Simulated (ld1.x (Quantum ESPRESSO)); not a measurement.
# What one change does to a pseudopotential (Cs, TM semilocal)

ld1.x (Quantum ESPRESSO) 7.5 input, shortened:

```
&input
   title='Cs', zed=55., rel=1, dft='PW91', iswitch=3,
   config='[Xe] 5d0 6s1 6p0'
 /
 &inputp
   pseudotype=1, tm=.true., lloc=1,
   nlcc=.true., new_core_ps=.true., rcore=3.20
 /
3
6S  1  0   1.00   0.00  3.85  3.85  0.0
5D  3  2   0.00   0.00  3.75  3.75  0.0
5P  2  1   6.00   0.00  3.20  3.20  0.0
 &test
   configts(1)='5p6 5d0 6s1 6p0'
 /
```

All-electron outer shells of the reference configuration (PW91, scalar-relativistic, ld1.x):

```csv
shell,level (eV),outermost node (bohr),outermost maximum (bohr)
4d,-74.31,0.33,0.72
5s,-26.80,0.82,1.54
5p,-13.57,0.89,1.79
6s,-2.09,2.11,4.80
6p,-0.76,2.61,6.64
5d,-0.40,1.06,3.42
```

Change: all radii but the core radius scaled by about 1.32 (s 5.10, p 4.24, d 4.96 bohr).

Cutoffs: the cutoffs (Ry, on a coarse ladder) from which the occupation-weighted sum of valence levels, in a spherical-Bessel basis at the reference potential, stays within 10 and 1 mRy of its value at 400 Ry; they do not see the model core or the augmentation charge, which bear on the density cutoff. Errors are all-electron minus pseudo energies relative to the spin-unpolarised reference configuration.

Task: What does the change do?

Result: The potential gets softer (8 Ry and 15 Ry → 8 Ry and 10 Ry); of the 5 tests that both files solve, the error grows in 1 and shrinks in 3 by more than 15 % and 0.3 meV (median size 1.1 → 0.6 meV); neither file shows a bound ghost at the reference potential, the only one tested. A larger radius leaves more room for a smooth pseudo-wave, so fewer plane waves are needed. A semilocal file is local in each channel, so a ghost entry of none says nothing of the separable form that plane-wave codes build from it.

```tsv
quantity	base	changed
cutoff, loose	8 Ry	8 Ry
cutoff, tight	15 Ry	10 Ry
bound ghosts	none	none
tests counted (converged, no solver errors)	5 of 6	5 of 6
error for 5p6 5d0 6s0 6p0, meV [ΔE 3.89 eV]	-1.1	-3.1
error for 5p6 5d0 6s0.5 6p0, meV [ΔE 1.47 eV]	+0.3	+0.2
error for 5p5 5d0 6s1 6p0, meV [ΔE 17.92 eV]	-38	-23
error for 5p6 5d1 6s0 6p0, meV [ΔE 1.66 eV]	-2.6	-0.6
error for 5p6 5d0.5 6s0.5 6p0, meV [ΔE 0.84 eV]	-0.5	+0.1
```

Base: Tests not counted: 5p6 5d0 6s0 6p1 (solver errors, printed error -1.2 eV). Changed file: Tests not counted: 5p6 5d0 6s0 6p1 (solver errors, printed error -1.2 eV).
